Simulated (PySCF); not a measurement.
# Worked example: oscillator strength and radiative lifetime

B(F)(H)(SMe) (CH4BFS), SMILES CSBF.

Geometry: TPSSh-D3(BJ)/def2-SVP. The values are those of a single conformer.

TDDFT-PBE0/def2-SVPD (PySCF) puts the first singlet state with f over 0.02 at 6.26 eV (vertical), with the transition dipole (-0.538, 0.754, 0.000) in atomic units.

Problem. Find the oscillator strength, the wavelength and the radiative lifetime that this transition would have in vacuum if emission retraced absorption.

Solution. 
|μ|² = 0.8580 au, so |μ| = 2.35 D. ΔE = 6.26/27.211 = 0.2301 hartree. f = (2/3) ΔE |μ|² = 0.132 (the program prints 0.131).
λ = 1239.84/6.26 = 198 nm; ν = 50490 cm⁻¹.
Einstein's coefficient A = 0.6670 ν² f s⁻¹ (ν in cm⁻¹) = 2.2e8 s⁻¹, so τ = 1/A = 4.5 ns. This state is S1. The figure is the radiative limit of this one transition; relaxation, internal conversion, crossing to triplets and a medium change what is measured.
